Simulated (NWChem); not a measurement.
System: SiNH$_{3}$OClF; SMILES N[Si](O)(F)Cl

Here is an NWChem input.

```
start job
memory heap 200 mb stack 900 mb global 1100 mb
geometry units angstroms noautosym nocenter noautoz
  N     -0.999647    -1.185931     1.004947
  Si     0.038152    -0.315653    -0.023563
  O      1.613993    -0.606148     0.319116
  F     -0.353968    -0.778973    -1.518328
  Cl    -0.140741     1.724271     0.012831
  H     -0.940855    -1.063040     2.009508
  H     -1.955134    -1.357121     0.710926
  H      1.841728    -1.534035     0.438425
end
basis spherical
  N library 6-31g*
  Si library 6-31g*
  O library 6-31g*
  F library 6-31g*
  Cl library 6-31g*
  H library 6-31g*
end
dft
  xc m06-2x
  iterations 150
end
cosmo
  do_cosmo_smd true
  solvent dioxane
end
task dft energy
```

Coordinates come from a PBE0/def2-SVP optimisation. Solvent: 1,4-dioxane.

Level: M06-2X/6-31G* with SMD (1 M gas to 1 M solution), gas-phase geometry. Reactions with the solvent are ignored.

**Question.** Give the results of this calculation. (M06-2X/6-31G* (spherical d), SMD on the gas-phase geometry.) Quantities: solvation free energy (kcal/mol); cavity-dispersion-structure term (kcal/mol); dipole in solution (D).

**Answer.** 
* **solvation free energy (kcal/mol)**: -4.7
* **cavity-dispersion-structure term (kcal/mol)**: -0.1
* **dipole in solution (D)**: 3.98
